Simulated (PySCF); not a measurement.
## How strong are the bonds of trichlorosilane?

System: trichlorosilane, `Cl[SiH](Cl)Cl` (Cl3HSi). Atom numbers as in the mapped SMILES `[Cl:1][SiH:2]([Cl:3])[Cl:4]`.

These are calculated values, M06-2X/def2-TZVP in PySCF (grid level 3) at geometries from PBE0-D3(BJ)/def2-SVP. Zero-point and thermal terms (298.15 K, 1 bar) come from unscaled PBE0-D3(BJ)/def2-SVP harmonic frequencies, with soft modes damped to free rotors in the entropy.

| bond | r / Å | radicals | BDE(298 K) / kcal/mol | BDFE / kcal/mol | D₀ / kcal/mol | Dₑ / kcal/mol |
| --- | --- | --- | --- | --- | --- | --- |
| Si2–H | 1.476 | `Cl[Si](Cl)Cl` + H• | 88.9 | 80.4 | 87.5 | 93.2 |
| Cl1–Si2 | 2.044 | Cl• + `Cl[SiH]Cl` | 109.3 | 98.5 | 108.5 | 110.5 |

Homolysis to relaxed radicals in the gas phase; the table need not hold every single bond outside rings.

Weakest of these: Si2–H (88.9 kcal/mol); strongest: Cl1–Si2 (109.3 kcal/mol).

Caveats: spin-orbit coupling is left out of the energies, which matters for open shells on the heavier atoms.

Hardware: 1 thread of Arm Neoverse V2, shared with other jobs. Command: `OMP_NUM_THREADS=1 python redox_run.py task.json out`. Structures, frequencies and single points: 3.4 min.
